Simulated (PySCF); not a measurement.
Species: C6H12N2.
SMILES with atom numbers: `[CH3:1][CH2:2][CH2:3][N:4]1[CH2:5][CH2:6][CH:7]=[N:8]1` (hydrogens: H9, H10, H11 on C1; H12, H13 on C2; H14, H15 on C3; H16, H17 on C5; H18, H19 on C6; H20 on C7)

All values: wB97X-D/def2-SVPD (PySCF, non-relativistic), on one gas-phase PBE0-D3(BJ)/def2-SVP geometry that isn't relaxed in the solvent. The solvent is an IEF-PCM continuum (van der Waals radii × 1.2), and excitations are vertical TDDFT with non-equilibrium linear response and a frozen core. Only the electrostatic response of the medium enters.

Gas-phase singlets (H = HOMO, L = LUMO):

```json
{"state": "S1", "E (eV)": "5.399", "λ (nm)": "230", "f": "0.181", "leading configurations": "H→L 97%"}
{"state": "S2", "E (eV)": "6.131", "λ (nm)": "202", "f": "0.015", "leading configurations": "H→L+1 73%, H→L+2 20%"}
{"state": "S3", "E (eV)": "6.309", "λ (nm)": "197", "f": "0.003", "leading configurations": "H-1→L 95%"}
{"state": "S4", "E (eV)": "6.812", "λ (nm)": "182", "f": "0.014", "leading configurations": "H→L+2 53%, H→L+3 15%, H→L+4 14%"}
{"state": "S5", "E (eV)": "7.045", "λ (nm)": "176", "f": "0.044", "leading configurations": "H→L+3 59%, H→L+4 28%"}
```

Problem. How does the list change in acetone (ε = 20.49)?

Solution. 
```json
{"state": "S1", "E (eV)": "5.286", "λ (nm)": "235", "f": "0.213", "leading configurations": "H→L 98%", "change by rank (eV)": "-0.113"}
{"state": "S2", "E (eV)": "6.290", "λ (nm)": "197", "f": "0.019", "leading configurations": "H→L+1 72%, H→L+2 21%", "change by rank (eV)": "+0.159"}
{"state": "S3", "E (eV)": "6.443", "λ (nm)": "192", "f": "0.003", "leading configurations": "H-1→L 97%", "change by rank (eV)": "+0.134"}
{"state": "S4", "E (eV)": "7.063", "λ (nm)": "176", "f": "0.020", "leading configurations": "H→L+2 54%, H→L+4 21%, H→L+1 13%", "change by rank (eV)": "+0.251"}
{"state": "S5", "E (eV)": "7.178", "λ (nm)": "173", "f": "0.041", "leading configurations": "H→L+3 85%", "change by rank (eV)": "+0.133"}
```

Problem. The ground-state energy changes by -0.209 eV from gas to acetone. By how much does the total energy of gas-phase S1 change?

Solution. E(S1) = E(S0) + excitation energy, so it changes by -0.209 − 0.113 = -0.322 eV: it is lowered more than the ground state, which is what a red shift means. This is the vertical state, with the slow part of the continuum still set for S0.

Problem. How do the frontier levels move from gas to acetone?

Solution. 
```csv
orbital,gas (eV),solvent (eV),change (eV),"Löwdin shares, gas","Löwdin shares, solvent"
LUMO+2,2.66,2.83,+0.17,"C1 19 %, C6 12 %, C7 10 %, H18 8 %","C1 20 %, C7 14 %, C6 9 %, H11 8 %"
LUMO+1,2.44,2.61,+0.17,"C5 12 %, C6 9 %, C1 9 %, C2 9 %","C7 11 %, C1 10 %, C5 9 %, C2 8 %"
LUMO,2.05,1.94,-0.11,"N8 34 %, C7 30 %, C6 8 %, N4 7 %","N8 35 %, C7 32 %, C6 8 %, N4 8 %"
HOMO,-7.70,-7.78,-0.08,"N4 41 %, C7 19 %, N8 13 %, C3 5 %","N4 41 %, C7 18 %, N8 13 %, C3 5 %"
HOMO-1,-9.92,-10.19,-0.27,"N8 61 %, C7 11 %, N4 9 %, C6 8 %","N8 58 %, C7 12 %, N4 9 %, C6 8 %"
HOMO-2,-11.11,-11.01,+0.10,"C2 22 %, C3 16 %, H12 10 %, C1 10 %","C2 24 %, C3 14 %, C1 11 %, H12 10 %"
HOMO-3,-11.31,-11.25,+0.06,"C2 21 %, C3 16 %, C1 12 %, N8 10 %","C2 21 %, C3 18 %, C1 14 %, N8 9 %"
```

The HOMO–LUMO gap goes from 9.75 to 9.72 eV.

wB97X-D is run here without its empirical dispersion term; that term would change no orbital, density or response property at a fixed geometry.
